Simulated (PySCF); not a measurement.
Job file and geometry (Å, from GFN2-xTB) of a spin–spin coupling run on SMILES CB(C)/C=C/BF, C$_{4}$H$_{9}$B$_{2}$F, B3LYP/pcJ-1 indirect spin-spin coupling, non-relativistic, gas phase in PySCF; density fitting, a coarse starting grid and PySCF grid level 2 are the driver's defaults:

```
$ OMP_NUM_THREADS=1 python probes_run.py task.json out

{"job": {"kind": "j", "xc": "B3LYP", "basis": "pcJ-1"}, "charge": 0, "multiplicity": 1}
C     -1.539987     1.343102     0.216650
B     -0.890024    -0.085109     0.064692
C     -1.757016    -1.348917    -0.309502
C      0.628772    -0.265912     0.332208
C      1.642496     0.332788    -0.323242
B      3.132615     0.066187    -0.025506
F      3.455343    -0.809568     0.915108
H     -1.485615     1.674451     1.253449
H     -0.978971     2.082032    -0.353967
H     -2.581131     1.395694    -0.090942
H     -2.179169    -1.752186     0.612286
H     -1.185801    -2.153371    -0.766822
H     -2.599156    -1.115258    -0.956530
H      0.915121    -0.981643     1.099665
H      1.382549     1.033800    -1.109742
H      4.032375     0.592854    -0.569218
```

**Question.** What does the program print?

**Answer.** 
```
coarse grid: 13184 points
cycle   1  E = -307.3091371901  dE =  4.482e-01  |g| = 6.919e-01  |ddm| = 3.141e+00
cycle   2  E = -307.2450384587  dE =  6.410e-02  |g| = 9.391e-01  |ddm| = 1.181e+00
cycle   3  E = -307.4098899794  dE = -1.649e-01  |g| = 1.206e-01  |ddm| = 6.941e-01
cycle   4  E = -307.4121691649  dE = -2.279e-03  |g| = 4.791e-02  |ddm| = 1.037e-01
cycle   5  E = -307.4125881818  dE = -4.190e-04  |g| = 1.420e-02  |ddm| = 3.657e-02
cycle   6  E = -307.4126324962  dE = -4.431e-05  |g| = 4.330e-03  |ddm| = 1.242e-02
cycle   7  E = -307.4126376722  dE = -5.176e-06  |g| = 7.094e-04  |ddm| = 4.528e-03
final grid: 127200 points
cycle   8  E = -307.4644268438  dE = -1.520e-04  |g| = 7.826e-03  |ddm| = 2.144e-02
cycle   9  E = -307.4644200251  dE =  6.819e-06  |g| = 9.179e-03  |ddm| = 1.217e-02
cycle  10  E = -307.4644411288  dE = -2.110e-05  |g| = 1.281e-03  |ddm| = 7.306e-03
cycle  11  E = -307.4644413426  dE = -2.138e-07  |g| = 9.462e-04  |ddm| = 1.678e-03
cycle  12  E = -307.4644415760  dE = -2.334e-07  |g| = 6.395e-05  |ddm| = 6.913e-04
cycle  13  E = -307.4644415768  dE = -8.260e-10  |g| = 2.465e-05  |ddm| = 7.825e-05
converged SCF energy = -307.4644415768

Indirect spin-spin couplings (Hz)
  i      j    bonds     total        FC       PSO       DSO        SD
  0 C    1 B    1     51.171    52.890    -2.254     0.200     0.336
  0 C    2 C    2      4.693     4.951    -0.251    -0.008         -
  0 C    3 C    2      4.488     4.623    -0.152     0.017         -
  0 C    4 C    3      1.146     1.159    -0.010    -0.003         -
  0 C    5 B    4     -0.437    -0.436     0.030    -0.032     0.001
  0 C    6 F    5      0.737     0.877     0.048    -0.116    -0.072
  0 C    7 H    1    119.873   117.498     1.822     0.553         -
  0 C    8 H    1    121.171   118.839     1.764     0.568         -
  0 C    9 H    1    129.512   127.410     1.565     0.537         -
  0 C   10 H    3     -0.845    -0.791     0.072    -0.126         -
  0 C   11 H    3      7.033     7.095     0.283    -0.345         -
  0 C   12 H    3      3.715     3.810    -0.107     0.012         -
  0 C   13 H    3      1.463     1.497     0.215    -0.249         -
  0 C   14 H    4     -0.819    -0.829    -0.106     0.116         -
  0 C   15 H    5     -0.195    -0.189     0.114    -0.121         -
  1 B    2 C    1     50.304    51.973    -2.202     0.197     0.337
  1 B    3 C    1     62.470    63.799    -2.137     0.246     0.562
  1 B    4 C    2      0.708     0.711     0.214    -0.025    -0.191
  1 B    5 B    3      4.342     4.397     0.031    -0.069    -0.016
  1 B    6 F    4     -1.648    -0.902    -0.338    -0.173    -0.236
  1 B    7 H    2     -3.715    -3.725     0.002    -0.174     0.183
  1 B    8 H    2     -4.272    -4.177    -0.066    -0.173     0.145
  1 B    9 H    2     -5.255    -4.695    -0.338    -0.267     0.045
  1 B   10 H    2     -3.874    -4.146     0.132    -0.131     0.272
  1 B   11 H    2     -4.866    -4.412    -0.251    -0.253     0.049
  1 B   12 H    2     -4.666    -4.269    -0.228    -0.245     0.076
  1 B   13 H    2      4.334     4.459     0.041    -0.219     0.052
  1 B   14 H    3      6.733     6.661    -0.058     0.123     0.007
  1 B   15 H    4      0.879     0.895     0.233    -0.250     0.002
  2 C    3 C    2      4.740     4.843    -0.123     0.020         -
  2 C    4 C    3      2.093     1.894     0.234    -0.036         -
  2 C    5 B    4     -0.243    -0.221     0.012    -0.037     0.003
  2 C    6 F    5      0.253     0.535    -0.163    -0.078    -0.040
  2 C    7 H    3      1.450     1.501     0.187    -0.238         -
  2 C    8 H    3      2.229     2.286     0.229    -0.286         -
  2 C    9 H    3      4.972     5.047    -0.110     0.036         -
  2 C   10 H    1    115.092   112.578     1.962     0.553         -
  2 C   11 H    1    127.104   124.964     1.604     0.535         -
  2 C   12 H    1    128.340   126.184     1.621     0.534         -
  2 C   13 H    3      0.747     0.759     0.001    -0.013         -
  2 C   14 H    4     -0.944    -0.968     0.126    -0.103         -
  2 C   15 H    5     -0.170    -0.156     0.134    -0.149         -
  3 C    4 C    1     55.317    65.850   -10.701     0.168         -
  3 C    5 B    2      0.318    -1.744     1.201    -0.027     0.887
  3 C    6 F    3     14.567     5.610     2.613    -0.007     6.352
  3 C    7 H    3      0.069     0.072    -0.036     0.033         -
  3 C    8 H    3      0.919     1.051    -0.181     0.050         -
  3 C    9 H    3      7.528     7.549     0.297    -0.318         -
  3 C   10 H    3     -1.060    -0.986     0.003    -0.077         -
  3 C   11 H    3      3.520     3.453    -0.079     0.147         -
  3 C   12 H    3      6.033     6.029     0.286    -0.282         -
  3 C   13 H    1    139.398   139.076    -0.484     0.806         -
  3 C   14 H    2     -0.602     1.621    -1.840    -0.382         -
  3 C   15 H    3      2.903     2.775     0.499    -0.371         -
  4 C    5 B    1     76.515    77.661    -1.674     0.269     0.260
  4 C    6 F    2     14.704    19.054    -3.209    -0.099    -1.042
  4 C    7 H    4      0.940     0.935     0.095    -0.090         -
  4 C    8 H    4      0.650     0.721    -0.238     0.168         -
  4 C   10 H    4      0.459     0.477     0.230    -0.248         -
  4 C   12 H    4      1.168     1.155     0.218    -0.205         -
  4 C   13 H    2     -4.633    -2.458    -1.836    -0.339         -
  4 C   14 H    1    145.551   144.484     0.297     0.770         -
  4 C   15 H    2     21.395    21.667    -0.134    -0.138         -
  5 B    6 F    1   -170.534  -100.583   -67.820     0.436    -2.567
  5 B    7 H    5      0.156     0.151     0.097    -0.109     0.017
  5 B   10 H    5     -0.294    -0.269     0.173    -0.191    -0.007
  5 B   12 H    5      0.268     0.286     0.189    -0.209     0.003
  5 B   13 H    3      8.749     8.769    -0.004     0.030    -0.047
  5 B   14 H    2      8.848     9.155    -0.065    -0.236    -0.005
  5 B   15 H    1    154.567   154.459    -1.442     0.985     0.566
  6 F    9 H    6      0.164     0.394     0.491    -0.680    -0.041
  6 F   12 H    6     -0.307    -0.066     0.414    -0.606    -0.049
  6 F   13 H    4     -0.243    -0.374    -0.864     1.079    -0.084
  6 F   14 H    3     21.746    24.622    -0.805    -1.855    -0.216
  6 F   15 H    2     69.171    76.900    -6.986    -1.455     0.712
  7 H    8 H    2    -20.949   -21.139     2.657    -2.468         -
  7 H    9 H    2    -14.685   -14.831     2.873    -2.728         -
  7 H   10 H    4      4.414     4.485     0.302    -0.372         -
  7 H   11 H    4     -1.555    -1.461     1.408    -1.503         -
  7 H   12 H    4      1.720     1.811     1.050    -1.140         -
  7 H   13 H    4      0.870     0.883     0.383    -0.396         -
  8 H    9 H    2    -11.940   -12.085     2.890    -2.745         -
  8 H   10 H    4      1.956     2.053     1.431    -1.528         -
  8 H   11 H    4      3.518     3.617     1.132    -1.231         -
  8 H   12 H    4     -0.354    -0.274     0.719    -0.798         -
  8 H   13 H    4      1.670     1.756     1.220    -1.305         -
  9 H   12 H    4     -0.245    -0.272    -1.117     1.144         -
  9 H   14 H    5     -0.234    -0.198     0.558    -0.594         -
 10 H   11 H    2    -18.536   -18.695     2.783    -2.624         -
 10 H   12 H    2    -18.799   -18.970     2.797    -2.626         -
 10 H   13 H    4      2.194     2.187    -0.207     0.214         -
 10 H   14 H    5     -0.467    -0.394     0.955    -1.029         -
 11 H   12 H    2    -10.571   -10.701     2.944    -2.814         -
 11 H   13 H    4      0.783     0.754    -0.285     0.314         -
 13 H   14 H    3     21.744    22.343     2.503    -3.103         -
 13 H   15 H    4      0.612     0.723     1.293    -1.404         -
 14 H   15 H    3      0.981     1.004     0.299    -0.322         -
```

Size and cost of the density-fitted run: 279 basis functions, 100 s wall time on 1 thread of an Arm Neoverse V1, shared host; peak memory 1.1 GiB.
